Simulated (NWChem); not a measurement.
Molecule: BeH2Se; SMILES [BeH][SeH]

All runs: NWChem. Geometry: optimised at B3LYP/6-31G* (spherical d).

Problem. Estimate the computed values for MPW1K/def2-TZVP. Quantities: highest occupied level (eV); orbital gap (eV); dipole (D).

Solution. 
```yaml
highest occupied level (eV): -8.18
orbital gap (eV): 7.72
dipole (D): 0.59
```
